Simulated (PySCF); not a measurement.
A survey of ³³S NMR shifts

Calculated, not measured (PySCF 2.14.0 with density-fitted response routines): GIAO PBE0/pcSseg-1 shieldings, geometry: GFN2-xTB. Equivalent nuclei averaged, single conformer, in vacuum, relativity neglected.

Shieldings were converted by a linear fit to measured shifts: ³³S: δ = 158.28 − 0.937σ (rms 33.3 ppm, 20 shifts vs sulfate, solution or neat liquid). Occasional misses reach two or three times the rms, and more in compound classes unlike the fitted ones.

Q: Give the ³³S shifts of `CS[SiH2]OCCS`, `CO[SiH2]SCCS`, `C/C(=C/F)[Si@H]1SC[SiH2]S1`, `F/C=C(/[SiH3])[SiH]1SCCS1`.

A: 
| compound | environment | δ (ppm) |
| --- | --- | --- |
| [CH3:1][S:2][SiH2:3][O:4][CH2:5][CH2:6][SH:7] | S7: thiol sulfur | -422 |
| [CH3:1][S:2][SiH2:3][O:4][CH2:5][CH2:6][SH:7] | S2: sulfur bonded to C, Si | -508 |
| [CH3:1][O:2][SiH2:3][S:4][CH2:5][CH2:6][SH:7] | S7: thiol sulfur | -403 |
| [CH3:1][O:2][SiH2:3][S:4][CH2:5][CH2:6][SH:7] | S4: sulfur bonded to C, Si | -442 |
| [CH3:1]/[C:2](=[CH:3]/[F:4])[Si@H:5]1[S:6][CH2:7][SiH2:8][S:9]1 | S6: sulfur bonded to C, Si, in a 5-membered ring | -457 |
| [CH3:1]/[C:2](=[CH:3]/[F:4])[Si@H:5]1[S:6][CH2:7][SiH2:8][S:9]1 | S9: sulfur bonded to 2 Si, in a 5-membered ring | -570 |
| F/C=C(/[SiH3])[SiH]1SCCS1 | sulfur bonded to C, Si, in a 5-membered ring (×2) | -417 |
